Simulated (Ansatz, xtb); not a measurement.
**C2H4AlF3O: where a starting geometry ends**

The starting geometry of this gas-phase singlet was built from a drawn formula by distance geometry and a force field; its bonds are those of `[OH][AlH][CH2]C(F)(F)F`.

```yaml
atoms:
  - { symbol: C, position_ang: [-1.0818, 0.2562, -0.7372] }
  - { symbol: C, position_ang: [-0.5809, 0.3065, 0.7182] }
  - { symbol: Al, position_ang: [-0.5441, 1.8587, -1.8103] }
  - { symbol: F, position_ang: [-1.0527, 1.4233, 1.3871] }
  - { symbol: F, position_ang: [0.8014, 0.3968, 0.7267] }
  - { symbol: F, position_ang: [-0.9053, -0.8444, 1.4021] }
  - { symbol: O, position_ang: [0.3731, 3.2609, -1.0234] }
  - { symbol: H, position_ang: [1.3328, 3.0144, -1.1519] }
  - { symbol: H, position_ang: [-0.9924, 1.9411, -3.3774] }
  - { symbol: H, position_ang: [-2.1390, 0.1360, -0.7502] }
  - { symbol: H, position_ang: [-0.6348, -0.6618, -1.2440] }
```

Question: Where would you expect an optimisation with r2SCAN-D4/def2-SVP to take it?

Answer: It keeps its bonds, and is `[OH][AlH][CH2]C(F)(F)F`.

The energy falls by 0.76 eV over 15 steps:

```
step  E − E(last) (eV)
   1             0.762
   3             0.272
   4             0.207
   6             0.015
   7             0.014
   9             0.003
  10             0.001
  12             0.000
  13             0.000
  15             0.000
```

Final geometry (Å):

```csv
atom,x (Å),y (Å),z (Å)
C,-1.0399,0.2639,-0.7755
C,-0.5275,0.3742,0.6225
Al,-0.5644,1.8286,-1.8875
F,-1.0526,1.4501,1.2569
F,0.8217,0.5359,0.6456
F,-0.7947,-0.6952,1.3941
O,0.6201,2.9225,-1.3496
H,1.1031,2.8404,-0.5210
H,-1.2274,2.1035,-3.2911
H,-2.1335,0.1230,-0.7341
H,-0.6285,-0.6592,-1.2207
```

From the same start GFN2-xTB ends elsewhere, differing in Al3–F4 (2.11 against 3.20 Å here).

The end wasn't checked by frequencies. Run with Ansatz 0.2.0, 54 s on 2 threads of Arm Neoverse V2, on a shared host.
